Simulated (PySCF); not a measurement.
# Identify the compound

An unknown has the formula C$_{2}$H$_{14}$OSi$_{4}$. Its calculated NMR data are:

$^{1}$H NMR (600 MHz, computed): δ 5.47 (d, 2H), 3.93 (q, 2H), 3.65 (d, 6H), 2.97 (m, 1H), 1.27 (t, 3H).

$^{13}$C{$^{1}$H} NMR (computed): δ 65.3, 18.3.

Computational details: shieldings: GIAO PBE0/pcSseg-1, GFN2-xTB geometry, in PySCF 2.14.0 with density-fitted response routines (one computed conformer, one averaged value for each set of equivalent atoms, no relativistic terms, isolated molecule).

Referencing at the same level of theory: $^{1}$H (σ = 31.72 ppm) and $^{13}$C (σ = 186.93 ppm) vs TMS.

**Question.** Deduce the structure.

**Answer.** 
- Rings plus π bonds: 0.
- 2 carbon signals for 2 carbons: no two carbons are equivalent.
- Carbon types of the structure: 1 × CH2, 1 × CH3, leaving 9 H on heteroatoms.
- δC 65.3: sp3 CH2 bonded to O; deshielded by the electronegative neighbour.
- δC 18.3: methyl carbon; saturated and bonded to C and H only.
- δH 5.47: hydrogen on a silicon bonded to O, Si.
- δH 3.93: hydrogen on an sp3 CH2 bonded to O; its carbon carries O, which withdraws density.
- δH 3.65: hydrogen on a silicon bonded to Si.
- δH 2.97: hydrogen on a silicon bonded to 3 Si.
- δH 1.27: hydrogen on a methyl carbon.

Structure: SMILES O(CC)[SiH2][SiH]([SiH3])[SiH3].

The data come from this structure; uniqueness wasn't tested.

Shifts are as computed. Against solution values, carbons near 30 ppm lie about +3 ppm off and those near 130 ppm about +5 ppm. Of 1309 compounds with measured shifts, 239 miss one by over three times the rms of a fit or turn the order of signals round; such compounds aren't used in these exercises. No couplings were computed; multiplicities are counted from neighbouring protons, with m where these are inequivalent, close in shift, in a saturated or five-membered ring or joined by F or P, and br s for small geminal =CH2 splittings.
